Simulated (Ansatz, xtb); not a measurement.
Relative energy of two isomers of C4H4BrClF2

We compare X, `C=C[C@H](Cl)C(F)(F)Br`, a singlet, with Y, `FC(F)=C(Br)CCCl`, a singlet. Both are isolated molecules in the gas phase, relaxed with PBE0-D3(BJ)/def2-SVP; each stands in its lowest conformer found.

Q: Estimate E(Y) − E(X) at the level CCSD(T)/def2-SVP + ΔMP2/def2-TZVPP.

A: Calculated at CCSD(T)/def2-SVP + ΔMP2/def2-TZVPP: E(Y) − E(X) = +3.3 kcal/mol, so structure X lies lower.

The same difference at several levels:

```tsv
level	geometry	E(Y) − E(X) (kcal/mol)	departure from the last row (kcal/mol)	job, with rough time for the two
GFN2-xTB	GFN2-xTB	−4.9	−8.2	optimisation, 0.21 s
HF/STO-3G	GFN2-xTB	−11.2	−14.5	single point, 0.66 s
r2SCAN-D4/def2-SVP	GFN2-xTB	+1.2	−2.1	single point, 5.7 s
PBE0-D3(BJ)/def2-SVP	PBE0-D3(BJ)/def2-SVP	−0.5	−3.7	optimisation, 58 s
HF/def2-SVP	PBE0-D3(BJ)/def2-SVP	+1.3	−2.0	part of the CCSD(T) run
MP2/def2-SVP	PBE0-D3(BJ)/def2-SVP	+2.0	−1.2	part of the CCSD(T) run
CCSD(T)/def2-SVP	PBE0-D3(BJ)/def2-SVP	+2.9	−0.4	single point
CCSD(T)/def2-SVP + ΔMP2/def2-TZVPP	PBE0-D3(BJ)/def2-SVP	+3.3		single point, 3.1 min
```

As drawn, both hold the same kinds of bond in the same numbers.

GFN2-xTB, HF/STO-3G put the two in the other order. PBE0-D3(BJ)/def2-SVP finds them nearly level. The largest departure from CCSD(T)/def2-SVP + ΔMP2/def2-TZVPP is that of HF/STO-3G, 14.5 kcal/mol. The last row adds to CCSD(T) the change of the MP2 difference between the two basis sets, here +0.4 kcal/mol.

With thermal terms from frequencies at re-optimised GFN2-xTB minima (ideal gas, soft modes damped towards free rotors, one conformer each, 298.15 K, 1 atm): on the last row, ΔE + ΔZPE = +4.2, ΔH = +4.2, ΔG = +3.7 kcal/mol.

The correlated steps freeze 20 core orbitals; the filled d shell of Br is correlated, in a basis made for valence electrons. Mirror images aren't counted in ΔG. Codes used: Ansatz 0.2.0, xtb 6.7.1; the last row on 4 threads of Arm Neoverse V1 on a shared host.
